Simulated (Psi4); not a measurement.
C$_{4}$H$_{7}$O$_{2}$ (SMILES [CH]1COCCO1), doublet, geometry from GFN2-xTB; PBE0/def2-SVP (Psi4 1.11).

Here is a job for Psi4.
```
memory 2 GB

molecule mol {
0 2
  C     0.598971    1.248852    0.159554
  C     1.405710    0.041866   -0.185602
  O     0.639988   -1.019552   -0.716139
  C    -0.523151   -1.232034    0.047155
  C    -1.391767    0.026453    0.034788
  O    -0.697467    1.124086    0.588269
  H     1.089598    2.094332    0.609084
  H     1.949972   -0.325399    0.714428
  H     2.155987    0.288091   -0.943102
  H    -1.050013   -2.068484   -0.413407
  H    -0.259348   -1.488253    1.084960
  H    -1.672729    0.255791   -1.002563
  H    -2.292214   -0.103174    0.638182
}

set basis def2-svp
set reference uks

energy('pbe0')
print_variables()
```

The log (banner, timings and long lists left out):

```
   => Loading Basis Set <=

    Name: DEF2-SVP
    Role: ORBITAL
    Keyword: BASIS

         ---------------------------------------------------------
                                   SCF
               by Justin Turney, Rob Parrish, Andy Simmonett
                          and Daniel G. A. Smith
                              UKS Reference
         ---------------------------------------------------------

  ==> Geometry <==

    Molecular point group: c1
    Full point group: C1

    Geometry (in Angstrom), charge = 0, multiplicity = 2:

       Center              X                  Y                   Z               Mass
    ------------   -----------------  -----------------  -----------------  -----------------
         C            0.598070069894     1.233503325106     0.167384093379    12.000000000000
         C            1.404809069894     0.026517325106    -0.177771906621    12.000000000000
         O            0.639087069894    -1.034900674894    -0.708308906621    15.994914619570
         C           -0.524051930106    -1.247382674894     0.054985093379    12.000000000000
         C           -1.392667930106     0.011104325106     0.042618093379    12.000000000000
         O           -0.698367930106     1.108737325106     0.596099093379    15.994914619570
         H            1.088697069894     2.078983325106     0.616914093379     1.007825032230
         H            1.949071069894    -0.340747674894     0.722258093379     1.007825032230
         H            2.155086069894     0.272742325106    -0.935271906621     1.007825032230
         H           -1.050913930106    -2.083832674894    -0.405576906621     1.007825032230
         H           -0.260248930106    -1.503601674894     1.092790093379     1.007825032230
         H           -1.673629930106     0.240442325106    -0.994732906621     1.007825032230
         H           -2.293114930106    -0.118522674894     0.646012093379     1.007825032230

  Running in c1 symmetry.

  Rotational constants: A =      0.17923  B =      0.15831  C =      0.09193 [cm^-1]
  Rotational constants: A =   5373.28574  B =   4746.03627  C =   2756.07619 [MHz]
  Nuclear repulsion =  253.783434145117297

  Charge       = 0
  Multiplicity = 2
  Electrons    = 47
  Nalpha       = 24
  Nbeta        = 23

  ==> Algorithm <==

  SCF Algorithm Type is DF.
  DIIS enabled.
  MOM disabled.
  Fractional occupation disabled.
  Guess Type is SAD.
  Energy threshold   = 1.00e-06
  Density threshold  = 1.00e-06
[...]
      Ntotal   =   46.9999656030 ; deviation = -3.440e-05

   @Spin Contamination Metric:   3.832388099E-03
   @S^2 Expected:                7.500000000E-01
   @S^2 Observed:                7.538323881E-01
   @S   Expected:                5.000000000E-01
   @S   Observed:                5.000000000E-01

    Orbital Energies [Eh]
    ---------------------

    Alpha Occupied:

[...]
    Alpha Virtual:

[...]
    Beta Occupied:

[...]
    Beta Virtual:

[...]
    Final Occupation by Irrep:
              A
    DOCC [    23 ]
    SOCC [     1 ]
    NA   [    24 ]
    NB   [    23 ]

  @DF-UKS Final Energy:  -306.42589454335450

   => Energetics <=

    Nuclear Repulsion Energy =            253.7834341451172975
    One-Electron Energy =                -919.7077164778947918
    Two-Electron Energy =                 390.7301390296577779
    DFT Exchange-Correlation Energy =     -31.2317512402348321
    Empirical Dispersion Energy =           0.0000000000000000
    VV10 Nonlocal Energy =                  0.0000000000000000
    Total Energy =                       -306.4258945433545023

  UHF NO Occupations:
  HONO-2 :   22  A 1.9995453
  HONO-1 :   23  A 1.9990172
  HONO-0 :   24  A 1.0000000
  LUNO+0 :   25  A 0.0009828
  LUNO+1 :   26  A 0.0004547
  LUNO+2 :   27  A 0.0001954
  LUNO+3 :   28  A 0.0001396

Computation Completed

Properties will be evaluated at   0.000000,   0.000000,   0.000000 [a0]

Properties computed using the SCF density matrix

 Multipole Moments:

 ------------------------------------------------------------------------------------
     Multipole            Electronic (a.u.)      Nuclear  (a.u.)        Total (a.u.)
 ------------------------------------------------------------------------------------

 L = 1.  Multiply by 2.5417464519 to convert [e a0] to [Debye]
 Dipole X            :         -0.0192951           -0.0800199           -0.0993150
 Dipole Y            :          1.1439401           -1.3632290           -0.2192889
 Dipole Z            :         -0.4557537            0.6954313            0.2396776
 Magnitude           :                                                    0.3397005

 ------------------------------------------------------------------------------------

  Variable Map:
  ----------------------------------------------------------------------------
[...]
  Array Variable Map:
  ----------------------------------------------------------------------------
[...]
[...]
```
